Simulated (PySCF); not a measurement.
**Two-component Hartree-Fock for Mg⁺ (magnesium, charge +1)**

Start: [Ne] 3s1; 3s1/2 filled at m_j = +1/2. Calculated with PySCF 2.14 in x2c-TZVPall-2c with one added diffuse shell each of s, p, d type (6s6p4d, 44 functions): generalised Hartree-Fock with the X2C-1e Hamiltonian and a Gaussian nucleus; one run each with spin-orbit coupling (SO) switched off, then screened by Boettger's factors. This is a chosen level, not necessarily the ground level.

| spinor shell | electrons | ε, spin-free (eV) | ε, screened SO (eV) | weight of nominal j (screened SO) | rms radius, screened SO (bohr) |
| --- | --- | --- | --- | --- | --- |
| 1s1/2 | 2 | -1345.4 | -1345.4 | 1.000 | 0.151 |
| 2s1/2 | 2 | -111.59 | -111.59 | 1.000 | 0.754 |
| 2p1/2 | 2 | -70.869 | -71.102 | 0.948 | 0.770 |
| 2p3/2 | 4 | -70.869 | -70.753 | 0.974 | 0.772 |
| 3s1/2 | 1 | -14.747 | -14.747 | 1.000 | 3.05 |

| quantity | spin-free | screened SO |
| --- | --- | --- |
| E (hartree) | -199.66967 | -199.66974 |
| M_J | 1/2 | 1/2 |
| ⟨J²⟩ | 0.750 | 0.750 |
| ⟨L²⟩ | 0.000 | 0.000 |
| ⟨S²⟩ | 0.750 | 0.750 |

Each row is a mean over spinors that exchange with the open shell spreads, by up to 0.462 eV (2s1/2).

Without spin-orbit coupling the j labels of p, d and f shells carry no meaning; the spin-free column gives the mean over the occupied spinors of each nl shell.
